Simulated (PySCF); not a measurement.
Si4H10.
Z-matrix (Å and degrees, PBE0-D3(BJ)/def2-SVP geometry), rows numbered from 1:
```
Si
Si  1  2.3440
Si  2  2.3462  1  109.76
Si  3  2.3442  2  110.74  1  -179.05
H   1  1.4954  2  109.25  3    58.89
H   1  1.4954  2  109.37  3   -59.99
H   1  1.4954  2  111.45  3   179.43
H   2  1.4979  1  110.21  3   120.27
H   2  1.4978  1  110.14  3  -120.50
H   3  1.4981  2  108.87  1    59.95
H   3  1.4980  2  109.18  1   -57.74
H   4  1.4952  3  109.50  2   -59.40
H   4  1.4954  3  111.12  2  -179.87
H   4  1.4953  3  109.48  2    59.73
```

Lines to be assigned: Si 1s: 1845.85 (area 2), 1846.16 (area 2) eV; Si 2p3/2: 106.18 (area 2), 106.45 (area 2) eV.

Computed with delta-SCF UKS SCAN, pcX-2 on the ionised atom, pcseg-1 elsewhere, spin-free X2C (PySCF 2.14.0). The structure is a single PBE0-D3(BJ)/def2-SVP conformer in the gas phase; no vibrational or solvent corrections.

(1) Assign the Si 1s lines to atoms.

(2) Order the silicon atoms by Si 2p3/2 binding energy.

## Answers

(1) 1845.85 eV: Si2/Si3 (SiH2 silicon); 1846.16 eV: Si1/Si4 (SiH3 silicon). The listed Si 1s values span 0.31 eV, from Si2/Si3 (bonded to 2 H and 2 Si) to Si1/Si4 (bonded to 3 H and Si). Summing the Pauling electronegativity differences to the bonded atoms, each weighted by its formal bond order, gives +0.60 for the lowest site and +0.90 for the highest.

(2) 106.18 eV: Si2/Si3 (SiH2 silicon); 106.45 eV: Si1/Si4 (SiH3 silicon). The listed Si 2p3/2 values span 0.27 eV, from Si2/Si3 (bonded to 2 H and 2 Si) to Si1/Si4 (bonded to 3 H and Si). Summing the Pauling electronegativity differences to the bonded atoms, each weighted by its formal bond order, gives +0.60 for the lowest site and +0.90 for the highest.

Bonded neighbours of each site: Si1/Si4: 3 H and Si; Si2/Si3: 2 H and 2 Si.

Problem. Give the binding energy of Si 1s of Si2/Si3 in hartree and in kJ/mol.

Solution. 1845.85 eV = 67.8337 Eh = 178097 kJ/mol.

Atoms equivalent by their bonding share one computed value, that of the first of them. The 2p values aren't plain energy differences: one relaxed spin-free 2p hole is combined with a matrix within the shell (ground-state 2p orbital-energy differences and spin–orbit coupling). 2p3/2, the mean of its two sublevels, lies a third of the splitting below the shell's mean and 2p1/2 two thirds above it; the statistical areas are 2:1. 2p1/2 minus 2p3/2 (ligand field included): Si 0.62 eV.
